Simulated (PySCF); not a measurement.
# How methods differ on the ionisation energy of Zr

Zr [Kr] 4d2 5s2 (3F) → Zr⁺ [Kr] 4d2 5s1 (4F), as a difference of total energies. All numbers are calculated (PySCF 2.14, scalar relativity through the core potential, in aug-cc-pVDZ-PP with ECP28MDF (5s5p4d2f, 54 functions)). Correlated levels: valence: 4s2 4p6 frozen. The calculations carry no spin-orbit coupling.

```json
{"method": "UHF", "ionisation energy (eV)": "5.219", "error (eV)": "-1.420"}
{"method": "LDA", "ionisation energy (eV)": "6.762", "error (eV)": "+0.123"}
{"method": "PBE", "ionisation energy (eV)": "6.462", "error (eV)": "-0.177"}
{"method": "PBE0", "ionisation energy (eV)": "6.323", "error (eV)": "-0.316"}
{"method": "r2SCAN", "ionisation energy (eV)": "6.166", "error (eV)": "-0.473"}
{"method": "PBEsol", "ionisation energy (eV)": "6.443", "error (eV)": "-0.196"}
{"method": "CAM-B3LYP", "ionisation energy (eV)": "6.549", "error (eV)": "-0.090"}
{"method": "HSE06", "ionisation energy (eV)": "6.340", "error (eV)": "-0.299"}
{"method": "TPSSh", "ionisation energy (eV)": "6.306", "error (eV)": "-0.333"}
{"method": "MP2 (valence)", "ionisation energy (eV)": "6.080", "error (eV)": "-0.559"}
{"method": "SCS-MP2 (valence)", "ionisation energy (eV)": "6.252", "error (eV)": "-0.387"}
```

Reference: 6.639 eV (measured; NIST levels, between the centres of gravity of the two terms).

Errors of the correlated levels include the incompleteness of this basis and the frozen core.

MP2 underrates the near-degeneracy of ns² with np² in the lower species.
